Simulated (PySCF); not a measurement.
## Calculated NMR data

- geometry from GFN2-xTB
- shieldings: GIAO PBE0/pcSseg-1
- program: PySCF
- one conformer, no solvent model, non-relativistic Hamiltonian, averaged over atoms made equivalent by symmetry, fast rotation or ring inversion

Shifts are taken against calculated references (same method and geometry level): ¹H (31.72 ppm), ¹³C (186.93 ppm) vs TMS. Splittings of carbon signals by F and P are missing where no couplings were computed. Where no couplings were computed, multiplicities follow the n + 1 count of equivalent neighbours, and m marks all less simple cases (inequivalent or close neighbours, rings, F or P nearby). Shifts are as computed. Against solution values, carbons near 30 ppm lie about +3 ppm off and those near 130 ppm about +5 ppm. Of 1211 compounds with measured shifts, 218 miss one by over three times the rms of a fit or turn the order of signals round; such compounds aren't used in these exercises. OH and NH positions are gas-phase values without hydrogen bonding to other molecules.

Compound 1 (C$_{8}$H$_{7}$N). ¹H NMR (600 MHz, computed): δ 8.03 (d, 1H), 7.61 (br s, 1H), 7.52 (m, 1H), 7.51 (m, 1H), 7.45 (m, 1H), 7.15 (m, 1H), 6.82 (m, 1H). ¹³C{¹H} NMR (computed): δ 139.1 (C), 132.6 (C), 127.0 (CH), 126.8 (CH), 126.1 (CH), 125.0 (CH), 114.2 (CH), 108.1 (CH). Structure: `c1ccc2[nH]ccc2c1`.

Compound 2 (C$_{7}$H$_{8}$NP). ¹H NMR (600 MHz, computed): δ 7.61 (m, 1H), 7.39 (m, 1H), 7.24 (m, 1H), 6.84 (m, 1H), 6.83 (m, 1H), 5.48 (m, 1H), 5.40 (m, 1H), 5.17 (m, 1H). ¹³C{¹H} NMR (computed): δ 175.6, 138.1, 137.5, 133.7, 131.3, 119.8, 108.1. Structure: SMILES C=Cc1pccn1C=C.
